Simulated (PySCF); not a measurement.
Species: C4HBF2.
Numbering: `[CH:1]#[C:2][C:3]#[C:4][B:5]([F:6])[F:7]` (hydrogens: H8 on C1)

The calculation used PBE0-D3(BJ)/def2-SVP geometry optimisation, gas phase in PySCF 2.14.0.

(1) What internal coordinates does the optimisation give?

Answers

(1) 
| bond | length (Å) |
| --- | --- |
| C1≡C2 | 1.217 |
| C2–C3 | 1.368 |
| C3≡C4 | 1.224 |
| C4–B5 | 1.525 |
| B5–F6, B5–F7 | 1.316 |
| C1–H8 | 1.075 |

Bonds in one row agree within 0.01 Å and their mean is given. A selection of angles:
| angle | degrees |
| --- | --- |
| C2–C1–H8 | 179.8 |
| C1–C2–C3 | 179.9 |
| C2–C3–C4 | 179.7 |
| C3–C4–B5 | 179.8 |
| C4–B5–F6 | 121.0 |
| F6–B5–F7 | 117.9 |

The C–C distances run from 1.217 Å (C1≡C2, drawn triple) to 1.368 Å (C2–C3, drawn single), a spread of 0.151 Å. The 7 heavy atoms lie in one plane (0.002 Å rms). B5 (three-coordinate boron) is planar (angles 121.0°, 121.0° and 117.9°, sum 360.0°, 0.00 Å off the plane of its three neighbours).

Point group: C2v (every atom within 0.08 Å of its image). No frequency check.
